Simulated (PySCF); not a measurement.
Level of theory: B3LYP-D3(BJ)/def2-TZVP (PySCF 2.14.0). Isolated molecules, 0 K electronic values unless said otherwise. B3LYP has the VWN-RPA correlation part, as in Gaussian. Delta-SCF ions had no search for a lower state. Excitations are Tamm–Dancoff values on a coarser integration grid. The basis has no diffuse functions, so Rydberg states are missing or too high.

Reference species (SMILES): `C=C=NC` (neutral, multiplicity 1).

| Quantity | Result |
|---|---|
| HOMO | -6.39 eV |
| S1 excitation (TDA) | 4.77 eV |
| HOMO–LUMO gap | 6.31 eV |
| vertical ionisation energy (Delta-SCF) | 8.85 eV |

Changed species: `C1=CNC1`.

Question: Give the shifts of the HOMO, S1 excitation (TDA), HOMO–LUMO gap and vertical ionisation energy (Delta-SCF).

Answer: the HOMO rises by 0.39 eV, to -6.00 eV; the S1 excitation (TDA) goes up by 1.06 eV, to 5.83 eV; the HOMO–LUMO gap rises by 0.07 eV, to 6.38 eV; the vertical ionisation energy (Delta-SCF) drops by 0.32 eV, to 8.53 eV.
